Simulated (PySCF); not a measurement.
Species: C6H12Si.
Structure used (GFN2-xTB), in Å, numbered top down from 1:
```
atom  x, y, z in Å
C1    -1.601    1.589    0.433
C2    -0.903    0.491    0.195
C3    -1.329   -0.617   -0.732
C4    -0.112   -1.539   -0.827
C5     0.586   -1.352    0.517
C6     0.422    0.144    0.804
Si7    1.807    1.206    0.020
H8    -1.257    2.341    1.123
H9    -2.548    1.776   -0.044
H10   -1.648   -0.238   -1.704
H11   -2.175   -1.150   -0.290
H12    0.545   -1.209   -1.634
H13   -0.387   -2.577   -1.015
H14    0.071   -1.937    1.283
H15    1.628   -1.671    0.492
H16    0.414    0.340    1.880
H17    3.084    0.790    0.607
H18    1.544    2.614    0.312
H19    1.849    1.007   -1.429
```

Method used: TDDFT CAM-B3LYP/def2-SVPD, vertical, gas phase, core orbitals frozen in the response in PySCF 2.14.0, density-fitted response routines.

Transition dipole moments from the ground state, in atomic units and in the frame of the coordinates above (overall signs are arbitrary), for the states with f of 0.002 or more among the lowest 7:

| state | E (hartree) | μx | μy | μz |
| --- | --- | --- | --- | --- |
| S1 | 0.2327 | 0.979 | -0.677 | -0.247 |
| S2 | 0.2381 | 0.152 | -0.224 | 0.045 |
| S3 | 0.2676 | -0.037 | -0.037 | 0.153 |
| S4 | 0.2692 | -0.323 | -0.230 | 0.135 |
| S5 | 0.2751 | 0.159 | 0.122 | -0.091 |
| S6 | 0.2790 | -0.024 | -0.217 | 0.161 |
| S7 | 0.2829 | 0.224 | 0.360 | 0.006 |

(1) What oscillator strength does each state have?

(2) Which bond between heavy atoms lies closest to the direction of the S1 transition dipole?

(3) What angle do the transition dipoles of S4 and S7 make?

(4) How is the summed strength of these states shared among x, y and z?

(5) What peak molar absorption coefficient would the strongest computed level give as a lone Gaussian band 0.5 eV wide at half height?

Answers

(1) f = (2/3) ΔE |μ|² with ΔE in hartree (27.2114 eV).

```csv
state,|μ|² (au),|μ| (D),f
S1,1.477,3.09,0.229
S2,0.075,0.70,0.012
S3,0.026,0.41,0.005
S4,0.175,1.06,0.031
S5,0.048,0.56,0.009
S6,0.074,0.69,0.014
S7,0.180,1.08,0.034
```

(2) C3–C4, at 9° from it; next C1–C2 at 22°.

(3) |cos θ| = |μa·μb| / (|μa| |μb|) = 0.87, so θ ≈ 30° (taken between 0 and 90°, since the signs are arbitrary).

(4) (2/3) Σ ΔE μα² gives 0.185 for x, 0.125 for y and 0.024 for z, 0.334 in all.

(5) ε(max) = 2.175×10⁸ f / FWHM, with the width in cm⁻¹. S1: 2.175×10⁸ × 0.2292 / 4033 ≈ 12000 L mol⁻¹ cm⁻¹.

On Arm Neoverse V2, one thread, no GPU, shared host with 32 logical CPUs at a one-minute load of 20, this took 61 s of wall time and 1.1 GiB of memory at its peak.

One conformer stands for the species.
